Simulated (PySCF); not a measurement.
## Strontium: a sound run and one with changed settings

Sound run: Sr [Kr] 5s2, Sr⁺ [Kr] 5s1. Computed with PySCF 2.14 in x2c-TZVPall, with scalar relativity by spin-free X2C-1e. In the sound run the correlated levels freeze [Kr]. The sound run starts from symmetry-adapted Hartree-Fock orbitals and uses a fine grid where one is needed.

Changed run: no relativity, point nucleus. This setting is unsound on purpose.

```json
{"species": "Sr", "method": "UHF", "sound run (hartree)": "-3177.31954", "changed run (hartree)": "-3105.49677", "converged": "yes"}
{"species": "Sr", "method": "B3LYP", "sound run (hartree)": "-3179.29227", "changed run (hartree)": "-3107.54394", "converged": "yes"}
{"species": "Sr", "method": "PBE", "sound run (hartree)": "-3178.85811", "changed run (hartree)": "-3107.12759", "converged": "yes"}
{"species": "Sr", "method": "MP2", "sound run (hartree)": "-3177.33683", "changed run (hartree)": "-3105.51426", "converged": "yes"}
{"species": "Sr⁺", "method": "UHF", "sound run (hartree)": "-3177.14513", "changed run (hartree)": "-3105.32633", "converged": "yes"}
{"species": "Sr⁺", "method": "B3LYP", "sound run (hartree)": "-3179.08006", "changed run (hartree)": "-3107.33667", "converged": "yes"}
{"species": "Sr⁺", "method": "PBE", "sound run (hartree)": "-3178.64827", "changed run (hartree)": "-3106.92252", "converged": "yes"}
```

Ionisation energy of Sr:

| method | sound run (eV) | changed run (eV) |
| --- | --- | --- |
| UHF | 4.746 | 4.638 |
| B3LYP | 5.774 | 5.640 |
| PBE | 5.710 | 5.580 |
| MP2 | 5.216 | 5.114 |
| SCS-MP2 | 5.310 | 5.209 |

Most of the change in total energy is the relativistic energy itself. On top of that the contraction fixes the core shape for the Hamiltonian it was made with, so the changed run is not a good calculation with the other Hamiltonian either.

For comparison, NIST gives 5.695 eV between the lowest levels.
